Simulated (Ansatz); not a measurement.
NbO₄H₂, that is [NbO2(OH)2]- with one electron fewer. Total charge 0; doublet. Geometry r2SCAN-D4/def2-SVPD, that of the charge -1 singlet; atoms count from 1.

Cartesian coordinates in Å:
```
Nb -0.128 0.351 -0.277
O -1.214 1.502 -1.058
O 1.539 0.600 -0.808
O -0.669 -1.513 -0.742
H 0.037 -2.119 -0.988
O -0.204 0.587 1.704
H 0.638 0.593 2.170
```

In the def2 sets Nb takes a core potential; there is no spin–orbit coupling.

Q: Estimate the Mulliken populations from the PBE0/def2-TZVPD orbitals of Ansatz.

A: 
```tsv
atom	charge (e)	spin (α − β)	d electrons
Nb1	2.40	-0.24	2.47
O2	-0.59	0.70	–
O3	-0.65	0.55	–
O4	-0.88	0.00	–
H5	0.31	0.00	–
O6	-0.88	0.00	–
H7	0.31	0.00	–
```
Mulliken values and Mayer orders depend strongly on the basis. With diffuse functions, as here, like atoms can get unlike values, and bond orders can come out too low or too high.

Q: Where does the spin sit?

A: Summed by element: Nb -0.24, O 1.24, H 0.00, of 1 unpaired in all. Largest on single atoms: O2 0.70, O3 0.55, Nb1 -0.24.

Q: And the Mayer bond orders between bonded heavy atoms (over 0.3)?

A: Nb1–O2 1.16 (1.77 Å); Nb1–O3 1.33 (1.77 Å); Nb1–O4 0.61 (2.00 Å); Nb1–O6 0.61 (2.00 Å).
